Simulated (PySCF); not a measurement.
A structure optimised at PBE0-D3(BJ)/def2-TZVP, used in a PySCF frequency run:

```xyz
4

Cd    -0.0036    -0.2845     0.0000
H      0.0014    -1.9252     0.0000
O      0.1127     1.6808     0.0000
H     -0.7311     2.1361     0.0000
```

Q: Write its SMILES, formula and point group.

A: [OH][CdH], CdH2O, Cs

Q: What are its rotational constants (standard atomic weights)?

A: 723.07, 8.0866, 7.9972 GHz
